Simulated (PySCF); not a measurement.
Computed IR spectrum (relative IR intensity) of a molecule C2H6ClFSi2. The structure is a stationary point at PBE0-D3(BJ)/def2-SVP. The values are those of a single conformer. Calculation: PySCF 2.14.0 with PBE0-D3(BJ)/def2-SVP. Frequencies are harmonic and unscaled.

Lines under 2 % of the strongest are left out, and lines within 2 cm⁻¹ are merged.

ν (cm⁻¹): 127 (vw), 147 (vw), 359 (w), 391 (w), 433 (w), 507 (m), 544 (w), 569 (m), 661 (w), 758 (vs), 765 (vs), 780 (s), 866 (s), 910 (m), 929 (s), 948 (m), 1233 (s), 1366 (w), 1724 (m), 2227 (m), 2240 (w), 2242 (s), 2247 (vs) (against the strongest line: vs over 80 %, s over 45 %, m over 15 %, w over 4 %, vw less)

**Question.** Identify the compound among the candidates.
A) F[C@H]1C[SiH2][Si@H]1Cl
B) F[Si@]1(Cl)CC[SiH2]1
C) C=C(F)[Si@H]([SiH3])Cl
D) F[SiH2][SiH2]/C=C/Cl

**Answer.** C, C=C(F)[Si@H]([SiH3])Cl
